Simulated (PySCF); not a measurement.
phosphoric acid (H3O4P), singlet, at a GFN2-xTB geometry, atoms displaced at random by about 0.1 Å a coordinate; PySCF with PBE/STO-3G.

Here is a job for PySCF.
```python
from pyscf import gto, scf, dft
from pyscf.geomopt import geometric_solver

mol = gto.M(
    atom='''
O     0.394533    0.190071    1.454586
P     0.254854    0.058137    0.070137
O     1.282265   -0.009071   -0.978434
O    -0.841733   -1.185199   -0.042549
O    -0.939893    1.350356   -0.051857
H     1.315063    0.525312    1.594892
H    -0.408058   -2.066115   -0.237622
H    -1.119564    1.508146   -1.117516
''',
    basis='sto-3g',
    charge=0,
    spin=0,
    verbose=3,
)

def method(m):
    mf = dft.RKS(m)
    mf.xc = 'pbe'
    return mf

conv, mol_eq = geometric_solver.kernel(method(mol), maxsteps=100, coordsys='dlc')
print('optimisation converged:', conv)
print(mol_eq.tostring(format='xyz'))
mf = method(mol_eq)
mf.kernel()
```

Problem. Write the output that PySCF gives for this input, abridged.

Solution. 
```
Custom engine selected.
Bonds will be generated from interatomic distances less than 1.20 times sum of covalent radii
18 internal coordinates being used (instead of 24 Cartesians)
Internal coordinate system (atoms numbered from 1):
Distance 1-2
Distance 1-6
Distance 2-3
Distance 2-4
Distance 2-5
Distance 4-7
Distance 5-8
Angle 2-1-6
Angle 1-2-3
Angle 1-2-4
Angle 1-2-5
Angle 3-2-4
Angle 3-2-5
Angle 4-2-5
Angle 2-4-7
Angle 2-5-8
Dihedral 6-1-2-3
Dihedral 6-1-2-4
Dihedral 6-1-2-5
Dihedral 1-2-4-7
Dihedral 3-2-4-7
Dihedral 5-2-4-7
Dihedral 1-2-5-8
Dihedral 3-2-5-8
Dihedral 4-2-5-8
<class 'geometric.internal.Distance'> : 7
<class 'geometric.internal.Angle'> : 9
<class 'geometric.internal.Dihedral'> : 9
> ===== Optimization Info: ====
> Job type: Energy minimization
> Maximum number of optimization cycles: 100
> Initial / maximum trust radius (Angstrom): 0.100 / 0.300
> Convergence Criteria:
> Will converge when all 5 criteria are reached:
>  |Delta-E| < 1.00e-06
>  RMS-Grad  < 3.00e-04
>  Max-Grad  < 4.50e-04
>  RMS-Disp  < 1.20e-03
>  Max-Disp  < 1.80e-03
> === End Optimization Info ===

Geometry optimization cycle 1
Cartesian coordinates (Angstrom)
 Atom        New coordinates             dX        dY        dZ
   O   0.394533   0.190071   1.454586    0.000000  0.000000  0.000000
   P   0.254854   0.058137   0.070137    0.000000  0.000000  0.000000
   O   1.282265  -0.009071  -0.978434    0.000000  0.000000  0.000000
   O  -0.841733  -1.185199  -0.042549    0.000000  0.000000  0.000000
   O  -0.939893   1.350356  -0.051857    0.000000  0.000000  0.000000
   H   1.315063   0.525312   1.594892    0.000000  0.000000  0.000000
   H  -0.408058  -2.066115  -0.237622    0.000000  0.000000  0.000000
   H  -1.119564   1.508146  -1.117516    0.000000  0.000000  0.000000

WARN: Mole.unit (angstrom) is changed to Bohr

converged SCF energy = -635.30022233357
--------------- RKS_Scanner gradients ---------------
         x                y                z
0 O    -0.0504929500    -0.0271560950    -0.3708257786
1 P     0.1253503047     0.0079693729     0.3308978160
2 O    -0.0949798786     0.0007963308     0.0745352081
3 O     0.0663178895     0.0160768552    -0.0093242044
4 O     0.0134460269    -0.0157114334     0.0385071414
5 H    -0.0244513961    -0.0120710610    -0.0316672904
6 H    -0.0236126778     0.0175676542     0.0064322505
7 H    -0.0115293613     0.0124936491    -0.0386554584
----------------------------------------------
cycle 1: E = -635.300222334  dE = -635.3  norm(grad) = 0.540127
Step    0 : Gradient = 1.910e-01/3.752e-01 (rms/max) Energy = -635.3002223336
[...]
Geometry optimization cycle 2
Cartesian coordinates (Angstrom)
 Atom        New coordinates             dX        dY        dZ
   O   0.465366   0.202427   1.534843    0.070833  0.012356  0.080257
   P   0.221492   0.069625   0.007065   -0.033362  0.011488 -0.063072
   O   1.295044   0.005350  -1.081856    0.012779  0.014421 -0.103422
   O  -0.916590  -1.206511  -0.051903   -0.074857 -0.021312 -0.009354
   O  -0.972956   1.368730  -0.105565   -0.033063  0.018374 -0.053708
   H   1.389648   0.537042   1.787300    0.074585  0.011730  0.192408
   H  -0.413776  -2.073206  -0.260408   -0.005718 -0.007091 -0.022786
   H  -1.130762   1.468180  -1.137838   -0.011198 -0.039966 -0.020322
converged SCF energy = -635.399478983364
--------------- RKS_Scanner gradients ---------------
         x                y                z
0 O    -0.0118098279    -0.0036442577    -0.1430411507
1 P     0.0316084086    -0.0084582287     0.1244717032
2 O    -0.0344485644     0.0002450246     0.0231795633
3 O     0.0358010205     0.0113816308    -0.0091606167
4 O     0.0045343941    -0.0058295844     0.0032783503
5 H    -0.0071932581    -0.0029807682     0.0064547216
6 H    -0.0137135920     0.0038052899     0.0026739847
7 H    -0.0047043441     0.0053645360    -0.0079849448
----------------------------------------------
cycle 2: E = -635.399478983  dE = -0.0992566  norm(grad) = 0.202209
Step    1 : Displace = 1.024e-01/2.067e-01 (rms/max) Trust = 1.000e-01 (=) Grad = 7.149e-02/1.436e-01 (rms/max) E (change) = -635.3994789834 (-9.926e-02) Quality = 1.069
[...]
Geometry optimization cycle 3
Cartesian coordinates (Angstrom)
 Atom        New coordinates             dX        dY        dZ
   O   0.433507   0.170063   1.609182   -0.031860 -0.032365  0.074339
   P   0.183000   0.084014  -0.020749   -0.038492  0.014389 -0.027815
   O   1.344324   0.022475  -1.074992    0.049281  0.017125  0.006864
   O  -0.984488  -1.229706  -0.032605   -0.067898 -0.023194  0.019299
   O  -0.995898   1.398153  -0.107652   -0.022943  0.029424 -0.002087
   H   1.398506   0.503945   1.684544    0.008858 -0.033097 -0.102756
   H  -0.346495  -2.026558  -0.232529    0.067281  0.046648  0.027879
   H  -1.094989   1.449251  -1.133562    0.035773 -0.018929  0.004276
converged SCF energy = -635.42521803572
--------------- RKS_Scanner gradients ---------------
         x                y                z
0 O    -0.0073899010    -0.0002033354    -0.0605971453
1 P     0.0141818845    -0.0021318122     0.0615808239
2 O    -0.0027627236    -0.0004864868    -0.0029982452
3 O     0.0024835667     0.0066453537    -0.0000565685
4 O    -0.0026821456     0.0009947981    -0.0035928879
5 H    -0.0091024101    -0.0034741616    -0.0031057616
6 H     0.0018551630     0.0023117398     0.0009554471
7 H     0.0034943238    -0.0037372861     0.0078107317
----------------------------------------------
cycle 3: E = -635.425218036  dE = -0.0257391  norm(grad) = 0.0895225
Step    2 : Displace = 7.124e-02/1.084e-01 (rms/max) Trust = 1.414e-01 (+) Grad = 3.165e-02/6.323e-02 (rms/max) E (change) = -635.4252180357 (-2.574e-02) Quality = 1.261
[...]
Geometry optimization cycle 4
Cartesian coordinates (Angstrom)
 Atom        New coordinates             dX        dY        dZ
   O   0.456208   0.164187   1.665340    0.022701 -0.005876  0.056158
   P   0.162146   0.084289  -0.028656   -0.020854  0.000275 -0.007907
[...]
Step   33 : Displace = 1.040e-01/2.128e-01 (rms/max) Trust = 1.500e-01 (=) Grad = 1.569e-03/3.399e-03 (rms/max) E (change) = -635.4340884363 (-2.497e-04) Quality = 2.063
converged SCF energy = -635.432237336058
Step   34 : Displace = 1.706e-01/3.470e-01 (rms/max) Trust = 2.121e-01 (+) Grad = 4.589e-03/7.784e-03 (rms/max) E (change) = -635.4322373361 (+1.851e-03) Quality = -10.077
converged SCF energy = -635.433877005066
Step   35 : Displace = 8.703e-02/1.762e-01 (rms/max) Trust = 8.529e-02 (x) Grad = 2.007e-03/3.732e-03 (rms/max) E (change) = -635.4338770051 (+2.114e-04) Quality = -1.415
converged SCF energy = -635.434153300413
Step   36 : Displace = 4.419e-02/8.860e-02 (rms/max) Trust = 4.264e-02 (x) Grad = 1.236e-03/2.473e-03 (rms/max) E (change) = -635.4341533004 (-6.486e-05) Quality = 0.610
converged SCF energy = -635.434224330084
Step   37 : Displace = 4.620e-02/7.589e-02 (rms/max) Trust = 4.264e-02 (=) Grad = 2.589e-03/5.491e-03 (rms/max) E (change) = -635.4342243301 (-7.103e-05) Quality = 0.356
converged SCF energy = -635.434308128527
Step   38 : Displace = 3.152e-02/4.961e-02 (rms/max) Trust = 4.264e-02 (=) Grad = 7.660e-04/1.453e-03 (rms/max) E (change) = -635.4343081285 (-8.380e-05) Quality = 1.045
converged SCF energy = -635.434319078561
Step   39 : Displace = 9.117e-03/1.502e-02 (rms/max) Trust = 6.031e-02 (+) Grad = 2.952e-04/5.731e-04 (rms/max) E (change) = -635.4343190786 (-1.095e-05) Quality = 1.477
converged SCF energy = -635.43432881185
[...]
1 P    -0.0005786851     0.0001981526     0.0003027520
2 O     0.0003602208    -0.0001152229    -0.0002086628
3 O     0.0000794623    -0.0000168569    -0.0001330865
4 O     0.0000132582     0.0000684386    -0.0000124458
5 H     0.0000617893    -0.0000272073     0.0000565241
6 H    -0.0000456660     0.0000283443     0.0000170033
7 H     0.0000076043    -0.0001168916     0.0000276120
----------------------------------------------
cycle 41: E = -635.434328812  dE = -9.73329e-06  norm(grad) = 0.000858538
Step   40 : Displace = 1.377e-02/2.277e-02 (rms/max) Trust = 8.529e-02 (+) Grad = 3.035e-04/6.825e-04 (rms/max) E (change) = -635.4343288119 (-9.733e-06) Quality = 1.146
[...]
Geometry optimization cycle 42
Cartesian coordinates (Angstrom)
 Atom        New coordinates             dX        dY        dZ
   O   0.455197   0.516107   1.681827   -0.002199 -0.004966  0.000764
   P   0.310910   0.170249  -0.048096    0.001005 -0.001888 -0.000255
   O   1.656391  -0.120737  -0.799033    0.002134  0.001066  0.000831
   O  -0.986638  -1.057751  -0.076038    0.000125 -0.000954  0.002164
   O  -0.774346   1.475050  -0.523734    0.002244 -0.001370 -0.002673
   H   1.462755   0.290545   1.821365    0.000567  0.006496 -0.000774
   H  -0.566708  -1.777860  -0.698524   -0.003927  0.001274 -0.003258
   H  -1.620093   0.876034  -0.666129    0.000050  0.000342  0.003202
converged SCF energy = -635.43433004766
--------------- RKS_Scanner gradients ---------------
         x                y                z
0 O     0.0000327533    -0.0000277426    -0.0000970042
1 P    -0.0003448103     0.0000885453     0.0001644161
2 O     0.0003091050    -0.0000719282    -0.0001710620
3 O     0.0000254868     0.0000531830    -0.0000328769
4 O    -0.0000458337     0.0000187141     0.0000199991
5 H     0.0000088353    -0.0000086455     0.0000105680
6 H    -0.0000171324     0.0000150961    -0.0000074947
7 H    -0.0000090037    -0.0000514232     0.0000077005
----------------------------------------------
cycle 42: E = -635.434330048  dE = -1.23581e-06  norm(grad) = 0.000553207
Step   41 : Displace = 4.212e-03/6.567e-03 (rms/max) Trust = 1.206e-01 (+) Grad = 1.956e-04/3.921e-04 (rms/max) E (change) = -635.4343300477 (-1.236e-06) Quality = 1.240
[...]
Geometry optimization cycle 43
Cartesian coordinates (Angstrom)
 Atom        New coordinates             dX        dY        dZ
   O   0.453649   0.513874   1.682180   -0.001547 -0.002232  0.000354
   P   0.311399   0.168891  -0.048248    0.000489 -0.001358 -0.000152
   O   1.657087  -0.120147  -0.798929    0.000696  0.000591  0.000104
   O  -0.986035  -1.059354  -0.074207    0.000603 -0.001603  0.001831
   O  -0.772347   1.474337  -0.526079    0.001999 -0.000713 -0.002344
   H   1.462540   0.294160   1.821189   -0.000215  0.003614 -0.000177
   H  -0.568669  -1.777218  -0.701059   -0.001961  0.000642 -0.002535
   H  -1.620156   0.877093  -0.663210   -0.000062  0.001060  0.002919
converged SCF energy = -635.434330471204
--------------- RKS_Scanner gradients ---------------
         x                y                z
0 O     0.0000052444    -0.0000162852    -0.0000360408
1 P    -0.0000901191     0.0000119705     0.0000019872
2 O     0.0000802011    -0.0000007083    -0.0000629124
3 O     0.0000016271     0.0000227686     0.0000065455
4 O    -0.0000344900     0.0000384263     0.0000190769
5 H    -0.0000100962    -0.0000036398    -0.0000241498
6 H    -0.0000076394    -0.0000036437    -0.0000216723
7 H     0.0000102936    -0.0000309421     0.0000157177
----------------------------------------------
cycle 43: E = -635.434330471  dE = -4.23544e-07  norm(grad) = 0.000162466
Step   42 : Displace = 2.743e-03/3.625e-03 (rms/max) Trust = 1.706e-01 (+) Grad = 5.744e-05/1.019e-04 (rms/max) E (change) = -635.4343304712 (-4.235e-07) Quality = 0.959
[...]
Geometry optimization cycle 44
Cartesian coordinates (Angstrom)
 Atom        New coordinates             dX        dY        dZ
   O   0.453489   0.513333   1.682486   -0.000160 -0.000541  0.000306
   P   0.311280   0.168478  -0.048050   -0.000119 -0.000413  0.000198
   O   1.656800  -0.120383  -0.798869   -0.000286 -0.000236  0.000060
   O  -0.986008  -1.059889  -0.074143    0.000027 -0.000535  0.000064
   O  -0.771988   1.474275  -0.526142    0.000359 -0.000062 -0.000063
   H   1.462801   0.295202   1.821047    0.000261  0.001042 -0.000142
   H  -0.568538  -1.777255  -0.701499    0.000131 -0.000036 -0.000440
   H  -1.620370   0.877875  -0.663193   -0.000214  0.000781  0.000017
converged SCF energy = -635.434330488944
--------------- RKS_Scanner gradients ---------------
         x                y                z
0 O    -0.0000032581    -0.0000061461    -0.0000078353
1 P     0.0000247878    -0.0000127412    -0.0000345946
2 O    -0.0000096780     0.0000148326    -0.0000253423
3 O    -0.0000092069     0.0000098696    -0.0000003543
4 O    -0.0000347598     0.0000061125     0.0000149141
5 H     0.0000025931    -0.0000020652    -0.0000279894
6 H    -0.0000001642     0.0000070251    -0.0000243305
7 H    -0.0000163895     0.0000012759     0.0000042607
----------------------------------------------
cycle 44: E = -635.434330489  dE = -1.77406e-08  norm(grad) = 8.00857e-05
Step   43 : Displace = 6.372e-04/1.084e-03 (rms/max) Trust = 2.412e-01 (+) Grad = 2.831e-05/4.442e-05 (rms/max) E (change) = -635.4343304889 (-1.774e-08) Quality = 0.262
[...]
Converged! =D

optimisation converged: True
8
XYZ from PySCF
O           0.45348946        0.51333341        1.68248606
P           0.31127984        0.16847822       -0.04805003
O           1.65680024       -0.12038256       -0.79886936
O          -0.98600835       -1.05988892       -0.07414261
O          -0.77198791        1.47427460       -0.52614196
H           1.46280085        0.29520210        1.82104701
H          -0.56853757       -1.77725475       -0.70149887
H          -1.62036957        0.87787490       -0.66319324
converged SCF energy = -635.434330488823
```
